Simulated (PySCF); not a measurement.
An unknown shows these calculated signals:

¹H NMR (400 MHz, computed): δ 7.65 (br, 2H), 7.18 (m, 2H), 6.55 (m, 2H), 5.79 (br, 1H), 3.20 (t, J = 8.7 Hz, 2H).

¹³C{¹H} NMR (computed): δ 135.5 (CH), 124.4 (CH), 43.5 (CH2).

All values are calculated (PySCF): J: B3LYP/pcJ-1 (spin–dipole term only in couplings to heteroatoms), PBE0-D3(BJ)/def2-SVP geometry, σ from GIAO-CAM-B3LYP/pcSseg-1. No relativistic terms, one computed conformer, fast rotation and ring inversion assumed for equivalent nuclei, isolated molecule.

δ = σ(ref) − σ, references computed at the same level: ¹H, ¹³C against TMS.

**Question.** Which of these does the molecule contain: a heteroaromatic ring, a (CH3)2CH unit, a vinyl group CH=CH2, a ketone?

**Answer.** 
- A heteroaromatic ring: yes.
- A (CH3)2CH unit: no.
- A vinyl group CH=CH2: no.
- A ketone: no.

The data belong to SMILES BCBn1cccc1, C5H9B2N; they needn't prove each group on their own.

Carbon signals by region: 2 in the sp2 and nitrile region (100–160 ppm), 1 below 50 ppm.

Hydrogens on boron are broadened and split by ¹¹B (spin 3/2, 80 %) and 10B (spin 3). A carbon bonded to boron is broadened by the quadrupolar boron nucleus and is often missing from a measured spectrum. Splittings below 1 Hz are ignored in the labels, and close J values are merged. Couplings among chemically equivalent protons are left out too, so labels in AA′BB′ or AA′XX′ sets are apparent multiplicities. Unscaled 3J(H,H) at this level run about 10 % above measured values. Shifts are as computed, not scaled to solution data. Of 1313 compounds with measured shifts, 239 miss one by over three times the rms of a fit or turn the order of signals round; such compounds aren't used in these exercises. Vicinal couplings across rotatable single bonds and in flexible rings belong to the one computed conformer; a conformer average would change them.
